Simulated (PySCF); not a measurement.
CH₇BOSi (SMILES CBO[SiH3]), singlet, at a GFN2-xTB geometry; M062X/6-31G, TDDFT (PySCF).

Here is a job for PySCF.
```python
from pyscf import gto, scf, dft, tdscf

mol = gto.M(
    atom='''
B    -0.43295743    0.73259845    0.97189607
H    -1.33432594    0.40567672    1.66684966
C     0.29870429    2.12015556    1.21165102
H     0.70440962    2.17165224    2.22025463
H    -0.40591159    2.94515722    1.12499757
H     1.11143281    2.29757679    0.51244091
O    -0.04592397   -0.06748778   -0.00136506
Si    0.03255425   -1.33434224   -0.98973848
H    -0.97031004   -2.35295401   -0.66186906
H     1.38591514   -1.85604081   -0.80600933
H    -0.20701641   -0.77430008   -2.31879178
''',
    basis='6-31g',
    verbose=4,
)

mf = dft.RKS(mol)
mf.xc = 'm062x'
mf.kernel()
td = mf.TDDFT()
td.nstates = 5
td.kernel()
td.analyze()
```

Write the output that PySCF gives for this input, abridged.


```
PySCF version 2.14.0

[INPUT] verbose = 4
[INPUT] num. atoms = 11
[INPUT] num. electrons = 40
[INPUT] charge = 0
[INPUT] spin (= nelec alpha-beta = 2S) = 0
[INPUT] symmetry False subgroup None
[INPUT] Mole.unit = angstrom
[INPUT] Symbol           X                Y                Z      unit          X                Y                Z       unit  Magmom
[INPUT]  1 B     -0.432957430000   0.732598450000   0.971896070000 AA   -0.818170966296   1.384410429781   1.836617393841 Bohr   0.0
[INPUT]  2 H     -1.334325940000   0.405676720000   1.666849660000 AA   -2.521510587503   0.766617895912   3.149889348224 Bohr   0.0
[INPUT]  3 C      0.298704290000   2.120155560000   1.211651020000 AA    0.564469300333   4.006513349874   2.289688586350 Bohr   0.0
[INPUT]  4 H      0.704409620000   2.171652240000   2.220254630000 AA    1.331141261309   4.103827971398   4.195673177498 Bohr   0.0
[INPUT]  5 H     -0.405911590000   2.945157220000   1.124997570000 AA   -0.767061735887   5.565540539585   2.125937298101 Bohr   0.0
[INPUT]  6 H      1.111432810000   2.297576790000   0.512440910000 AA    2.100303616756   4.341790883257   0.968372974923 Bohr   0.0
[INPUT]  7 O     -0.045923970000  -0.067487780000  -0.001365060000 AA   -0.086783725853  -0.127533420955  -0.002579589544 Bohr   0.0
[INPUT]  8 Si     0.032554250000  -1.334342240000  -0.989738480000 AA    0.061518616691  -2.521541390039  -1.870334662143 Bohr   0.0
[INPUT]  9 H     -0.970310040000  -2.352954010000  -0.661869060000 AA   -1.833620231516  -4.446438662597  -1.250751253723 Bohr   0.0
[INPUT] 10 H      1.385915140000  -1.856040810000  -0.806009330000 AA    2.619000046488  -3.507408806916  -1.523136887544 Bohr   0.0
[INPUT] 11 H     -0.207016410000  -0.774300080000  -2.318791780000 AA   -0.391204318191  -1.463215089429  -4.381881404093 Bohr   0.0

nuclear repulsion = 153.679062692405
number of shells = 36
number of NR pGTOs = 140
number of NR cGTOs = 54
basis = 6-31g
ecp = {}

******** <class 'pyscf.dft.rks.RKS'> ********
method = RKS
initial guess = minao
damping factor = 0
level_shift factor = 0
DIIS = <class 'pyscf.scf.diis.CDIIS'>
diis_start_cycle = 1
diis_space = 8
diis_damp = 0
SCF conv_tol = 1e-09
SCF conv_tol_grad = None
SCF max_cycles = 50
direct_scf = True
direct_scf_tol = 1e-13
XC library pyscf.dft.libxc version 7.1.2
    S. Lehtola, C. Steigemann, M. J. T. Oliveira, and M. A. L. Marques,  SoftwareX 7, 1–5 (2018)
XC functionals = m062x
    Y. Zhao and D. G. Truhlar,  Theor. Chem. Acc. 120, 215 (2008)
    Y. Zhao and D. G. Truhlar,  Theor. Chem. Acc. 120, 215 (2008)
radial grids:
    Treutler-Ahlrichs [JCP 102, 346 (1995); DOI:10.1063/1.469408] (M4) radial grids

becke partition: Becke, JCP 88, 2547 (1988); DOI:10.1063/1.454033
pruning grids: <function nwchem_prune>
grids dens level: 3
symmetrized grids: False
atomic radii adjust function: <function treutler_atomic_radii_adjust>
small_rho_cutoff = 0
Set gradient conv threshold to 3.16228e-05
Initial guess from minao.
tot grids = 130088
init E= -432.110975185235
  HOMO = -0.335314250040213  LUMO = -0.0325033449340195  gap/eV = 8.23990
cycle= 1 E= -431.67434808978  delta_E= 0.437  |g|= 0.597  |ddm|= 2.76
  HOMO = -0.240063010658008  LUMO = 0.0488158579943103  gap/eV = 7.86079
cycle= 2 E= -431.64996335928  delta_E= 0.0244  |g|= 0.733  |ddm|= 1.01
  HOMO = -0.323101804001234  LUMO = 0.0383399556898554  gap/eV = 9.83533
cycle= 3 E= -431.749496532482  delta_E= -0.0995  |g|= 0.0566  |ddm|= 0.589
  HOMO = -0.325741523556277  LUMO = 0.0445360827109167  gap/eV = 10.07577
cycle= 4 E= -431.750173995256  delta_E= -0.000677  |g|= 0.0233  |ddm|= 0.0651
  HOMO = -0.323999266162775  LUMO = 0.0447173546841215  gap/eV = 10.03329
cycle= 5 E= -431.750317932597  delta_E= -0.000144  |g|= 0.00251  |ddm|= 0.0239
  HOMO = -0.324314110028815  LUMO = 0.0441136642479849  gap/eV = 10.02543
cycle= 6 E= -431.750320342778  delta_E= -2.41e-06  |g|= 0.000396  |ddm|= 0.00513
  HOMO = -0.324342527854238  LUMO = 0.0441419503820641  gap/eV = 10.02697
cycle= 7 E= -431.750320425829  delta_E= -8.31e-08  |g|= 9.95e-05  |ddm|= 0.00092
  HOMO = -0.324322801657607  LUMO = 0.0441422034735386  gap/eV = 10.02644
cycle= 8 E= -431.750320430214  delta_E= -4.38e-09  |g|= 2.59e-05  |ddm|= 0.000205
  HOMO = -0.324329759299173  LUMO = 0.044139173993526  gap/eV = 10.02655
cycle= 9 E= -431.750320430563  delta_E= -3.49e-10  |g|= 4.27e-06  |ddm|= 6.33e-05
  HOMO = -0.324329457506147  LUMO = 0.0441391443183046  gap/eV = 10.02654
Extra cycle  E= -431.750320430572  delta_E= -9.66e-12  |g|= 2.18e-06  |ddm|= 9.57e-06
converged SCF energy = -431.750320430572

******** <class 'pyscf.tdscf.rks.TDDFT'> for <class 'pyscf.dft.rks.RKS'> ********
nstates = 5 singlet
deg_eia_thresh = 1.000e-03
wfnsym = None
conv_tol = 1e-05
eigh lindep = 1e-12
eigh level_shift = 0
eigh max_cycle = 100

Excitation energies (eV)
[6.12042097 7.14855235 8.37992348 9.12308213 9.16810766]

** Singlet excitation energies and oscillator strengths **
Excited State   1:      6.12042 eV    202.57 nm  f=0.0000
      20 -> 22        0.69675
Excited State   2:      7.14855 eV    173.44 nm  f=0.0115
      18 -> 21       -0.16524
      20 -> 21       -0.67593
Excited State   3:      8.37992 eV    147.95 nm  f=0.0086
      19 -> 21        0.69346
Excited State   4:      9.12308 eV    135.90 nm  f=0.0001
      13 -> 22       -0.18387
      15 -> 22       -0.25211
      18 -> 22       -0.58026
      20 -> 23       -0.21308
Excited State   5:      9.16811 eV    135.23 nm  f=0.1005
      15 -> 21       -0.12396
      18 -> 21        0.59332
      19 -> 22       -0.30042
      20 -> 21       -0.12803

** Transition electric dipole moments (AU) **
state          X           Y           Z        Dip. S.      Osc.
  1        -0.0010     -0.0014      0.0008      0.0000      0.0000
  2         0.0119     -0.2030     -0.1561      0.0657      0.0115
  3        -0.1315      0.0897     -0.1279      0.0417      0.0086
  4         0.0094     -0.0165      0.0031      0.0004      0.0001
  5        -0.0131     -0.5505     -0.3797      0.4474      0.1005

** Transition velocity dipole moments (imaginary part, AU) **
state          X           Y           Z        Dip. S.      Osc.
  1        -0.0061      0.0038     -0.0055      0.0001      0.0002
  2        -0.0456     -0.0899     -0.0172      0.0105      0.0265
  3         0.0011     -0.0012      0.0010      0.0000      0.0000
  4         0.0030     -0.0051      0.0014      0.0000      0.0001
  5         0.0000     -0.1602     -0.1141      0.0387      0.0765

** Transition magnetic dipole moments (imaginary part, AU) **
state          X           Y           Z
  1         0.3179     -0.7787     -0.8856
  2        -0.2329      0.1649     -0.2253
  3        -0.9528     -0.7388      0.4524
  4         0.3466      0.0720     -0.2724
  5         0.7694     -0.5477      0.7477
```
